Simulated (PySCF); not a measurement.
Job file and geometry (Å, from GFN2-xTB) of a spin–spin coupling run on `InChI=1S/C4H7BO/c1-3-5-4-6-2/h1,5H,4H2,2H3`, B3LYP/pcJ-1 indirect spin-spin coupling, non-relativistic, gas phase in PySCF 2.14.0, density-fitted response routines; density fitting, a coarse starting grid and PySCF grid level 2 are the driver's defaults:

```
$ OMP_NUM_THREADS=1 python probes_run.py task.json out

{"job": {"kind": "j", "xc": "B3LYP", "basis": "pcJ-1"}, "charge": 0, "multiplicity": 1}
C      3.443348     0.977845    -0.081545
C      2.470964     0.275635    -0.209852
B      1.273794    -0.611908    -0.384977
C     -0.161439     0.017447    -0.179730
O     -1.215807    -0.893840    -0.436897
C     -2.486127    -0.334710    -0.247285
H      4.291747     1.590269     0.030156
H      1.402442    -1.738336    -0.664353
H     -0.283896     0.909862    -0.820146
H     -0.248852     0.398519     0.855001
H     -3.211188    -1.112972    -0.479177
H     -2.629413    -0.002478     0.790379
H     -2.649961     0.525154    -0.911799
```

**Question.** Write the output of this run.

**Answer.** 
```
coarse grid: 10856 points
cycle   1  E = -256.4966083065  dE =  5.413e-01  |g| = 6.545e-01  |ddm| = 2.935e+00
cycle   2  E = -256.3873475809  dE =  1.093e-01  |g| = 1.001e+00  |ddm| = 1.483e+00
cycle   3  E = -256.5785982086  dE = -1.913e-01  |g| = 1.540e-01  |ddm| = 9.968e-01
cycle   4  E = -256.5821303983  dE = -3.532e-03  |g| = 8.644e-02  |ddm| = 1.432e-01
cycle   5  E = -256.5837287363  dE = -1.598e-03  |g| = 3.785e-02  |ddm| = 7.149e-02
cycle   6  E = -256.5840700709  dE = -3.413e-04  |g| = 4.561e-03  |ddm| = 2.574e-02
cycle   7  E = -256.5840744902  dE = -4.419e-06  |g| = 8.955e-04  |ddm| = 3.816e-03
final grid: 104856 points
cycle   8  E = -256.6419137043  dE = -1.289e-04  |g| = 6.957e-03  |ddm| = 2.071e-02
cycle   9  E = -256.6419081990  dE =  5.505e-06  |g| = 8.636e-03  |ddm| = 9.186e-03
cycle  10  E = -256.6419229387  dE = -1.474e-05  |g| = 1.364e-03  |ddm| = 5.230e-03
cycle  11  E = -256.6419231413  dE = -2.026e-07  |g| = 8.560e-04  |ddm| = 1.548e-03
cycle  12  E = -256.6419232863  dE = -1.450e-07  |g| = 3.533e-04  |ddm| = 6.721e-04
cycle  13  E = -256.6419233162  dE = -2.985e-08  |g| = 2.651e-05  |ddm| = 2.298e-04
cycle  14  E = -256.6419233163  dE = -1.653e-10  |g| = 8.036e-06  |ddm| = 2.862e-05
converged SCF energy = -256.6419233163

Indirect spin-spin couplings (Hz)
  i      j    bonds     total        FC       PSO       DSO        SD
  0 C    1 C    1    160.675   155.299     5.322     0.055         -
  0 C    2 B    2     18.307    17.446     0.409    -0.181     0.634
  0 C    3 C    3      2.072     2.563    -0.449    -0.042         -
  0 C    4 O    4     -0.822    -0.767    -0.085     0.029         -
  0 C    5 C    5      0.171     0.158     0.058    -0.045         -
  0 C    6 H    1    256.256   258.030    -2.110     0.335         -
  0 C    7 H    3      3.816     3.362     0.839    -0.385         -
  0 C    8 H    4      1.094     1.031     0.180    -0.117         -
  0 C    9 H    4      1.237     1.156     0.213    -0.133         -
  1 C    2 B    1     93.337    94.920    -2.056     0.205     0.268
  1 C    3 C    2      8.009     7.902     0.062     0.044         -
  1 C    4 O    3     -6.216    -6.211    -0.024     0.018         -
  1 C    5 C    4      0.656     0.641     0.057    -0.043         -
  1 C    6 H    2     45.627    41.259     5.629    -1.262         -
  1 C    7 H    2      4.530     4.784    -0.136    -0.119         -
  1 C    8 H    3     -0.437    -0.474    -0.072     0.108         -
  1 C    9 H    3     -0.978    -1.008    -0.057     0.087         -
  1 C   10 H    5      0.188     0.182     0.202    -0.196         -
  2 B    3 C    1     62.671    64.457    -2.428     0.233     0.409
  2 B    4 O    2    -11.250   -11.378     0.112    -0.009     0.025
  2 B    5 C    3      7.262     7.153     0.160    -0.111     0.059
  2 B    6 H    3      2.914     3.213     0.321    -0.617    -0.003
  2 B    7 H    1    145.128   145.533    -1.734     0.682     0.648
  2 B    8 H    2     -2.127    -2.079    -0.019    -0.171     0.141
  2 B    9 H    2     -2.256    -2.286     0.007    -0.150     0.173
  2 B   10 H    4      0.643     0.677     0.352    -0.393     0.008
  2 B   11 H    4     -0.363    -0.353     0.287    -0.311     0.014
  2 B   12 H    4     -0.355    -0.351     0.294    -0.313     0.016
  3 C    4 O    1     26.028    26.412    -0.271    -0.113         -
  3 C    5 C    2     -3.078    -2.648    -0.378    -0.052         -
  3 C    6 H    4     -1.669    -1.496     0.031    -0.204         -
  3 C    7 H    2     -1.433    -1.078    -0.260    -0.095         -
  3 C    8 H    1    132.682   131.348     0.398     0.936         -
  3 C    9 H    1    130.179   128.813     0.430     0.936         -
  3 C   10 H    3     12.929    13.002     0.562    -0.635         -
  3 C   11 H    3      2.420     2.470     0.015    -0.066         -
  3 C   12 H    3      2.581     2.630     0.010    -0.058         -
  4 O    5 C    1     24.821    24.890     0.030    -0.098         -
  4 O    7 H    3     -4.377    -4.298    -0.005    -0.074         -
  4 O    8 H    2     -3.353    -2.628    -0.854     0.129         -
  4 O    9 H    2     -3.636    -2.909    -0.857     0.129         -
  4 O   10 H    2    -13.648   -13.021    -0.733     0.105         -
  4 O   11 H    2     -3.132    -2.517    -0.795     0.180         -
  4 O   12 H    2     -3.125    -2.502    -0.803     0.180         -
  5 C    7 H    4     -0.344    -0.352     0.311    -0.303         -
  5 C    8 H    3      2.713     2.757    -0.009    -0.035         -
  5 C    9 H    3      2.789     2.835    -0.007    -0.039         -
  5 C   10 H    1    148.664   147.687     0.274     0.703         -
  5 C   11 H    1    141.806   140.739     0.322     0.746         -
  5 C   12 H    1    141.689   140.621     0.321     0.747         -
  6 H    7 H    4     -2.469    -2.394     1.317    -1.391         -
  6 H    8 H    5     -1.128    -1.063     0.603    -0.669         -
  6 H    9 H    5     -1.256    -1.193     0.640    -0.703         -
  7 H    8 H    3      1.222     1.320     1.598    -1.695         -
  7 H    9 H    3      0.249     0.333     1.491    -1.574         -
  7 H   10 H    5     -0.190    -0.124     0.726    -0.792         -
  8 H    9 H    2    -26.786   -26.913     1.782    -1.655         -
  8 H   10 H    4     -0.532    -0.370     1.737    -1.899         -
  8 H   11 H    4      1.251     1.368     0.590    -0.707         -
  8 H   12 H    4      0.807     0.765    -1.470     1.512         -
  9 H   10 H    4     -0.547    -0.386     1.748    -1.910         -
  9 H   11 H    4      0.885     0.850    -1.428     1.464         -
  9 H   12 H    4      1.235     1.351     0.578    -0.694         -
 10 H   11 H    2    -11.523   -11.494     2.644    -2.672         -
 10 H   12 H    2    -11.532   -11.503     2.645    -2.674         -
 11 H   12 H    2     -8.746    -8.765     2.483    -2.464         -
```

Size and cost of the density-fitted run: 232 basis functions, 55 s wall time on 1 thread of an Arm Neoverse N1, shared host; peak memory 0.91 GiB.
